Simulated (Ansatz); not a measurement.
Geometry optimisation, RKS B3LYP-D4/def2-SVP in Ansatz.

Input:

```yaml
crystal:
  periodic: [false, false, false]
  atoms:
    - { symbol: Zr, position_ang: [0.013341, -0.132931, 0.058607] }
    - { symbol: "N", position_ang: [0.0468, -0.06571, 2.21286] }
    - { symbol: H, position_ang: [-0.784506, 0.107563, 2.785797] }
    - { symbol: H, position_ang: [0.724337, -0.582501, 2.777958] }
    - { symbol: Cl, position_ang: [2.208549, -0.365295, -0.800664] }
    - { symbol: F, position_ang: [-1.075953, 1.274236, -0.606907] }
    - { symbol: F, position_ang: [-0.937932, -1.699323, -0.438232] }
    - { symbol: F, position_ang: [1.301503, 2.495995, 1.274527] }
    - { symbol: H, position_ang: [0.998261, 1.958866, 1.973954] }
basis:
  gaussian: { orbitals: def2-SVP }
hamiltonian:
  xc: b3lyp
  dispersion: d4
relax:
  f_tol: 0.03
  max_steps: 50
output:
  orbitals: {}
```

Launched with:

```bash
$ ansatz run input.yaml --threads 4 --pin off --max-ram 5120MiB --backend cpu --events-out ev --progress --plain --runs-dir out
```

Question: Where does it end, and by what steps?

Answer: The run converged. The force dipped under the threshold on the way, but the program's further checks kept it going. After 25 steps the energy has fallen by 2.263 eV; F8 moved furthest, 1.55 Å. Parted: F8–H9 (0.93 → 2.93 Å). Joined: Zr1–F8 (3.17 → 1.92 Å), N2–H9 (2.25 → 1.02 Å).

```
step  energy less start (eV)  largest force component (eV/Å)  accepted
   0                  0.0000                           1.684       yes
   1                 -0.2131                           0.941       yes
   2                 -0.3735                           0.709       yes
   3                 -0.4471                           0.709       yes
   4                 -0.5221                           0.409       yes
   5                 -0.6220                           1.400       yes
   6                 -0.8920                           1.965       yes
   7                 -1.0177                           7.707       yes
   8                 -1.5636                           3.728       yes
   9                 -1.8379                           1.026       yes
  10                 -1.9681                           0.506       yes
  11                 -1.9980                           1.608       yes
  12                 -2.0715                           0.765       yes
  13                 -2.1465                           0.511       yes
  14                 -2.2004                           0.436       yes
  15                 -2.2390                           0.569       yes
  16                 -2.2493                           0.256       yes
  17                 -2.2593                           0.089       yes
  18                 -2.2606                           0.032       yes
  19                 -2.2599                           0.234        no
  20                 -2.2614                           0.020       yes
  21                 -2.2612                           0.162        no
  22                 -2.2618                           0.029       yes
  23                 -2.2618                           0.081       yes
  24                 -2.2619                           0.102       yes
  25                 -2.2625                           0.002       yes
```

```xyz
9
Properties=species:S:1:pos:R:3
Zr 0.036 0.594 -0.037
N 0.477 0.051 2.313
H -0.345 0.216 2.900
H 0.741 -0.928 2.445
Cl 2.261 -0.240 -0.320
F -0.404 1.052 -1.841
F -1.348 -0.690 0.299
F -0.159 2.322 0.772
H 1.236 0.613 2.707
```

Whether the end is a true minimum wasn't checked by a vibrational analysis.

Time of the run: 63 s on 4 threads of Arm Neoverse V2 (shared host), peak memory 0.31 GiB.
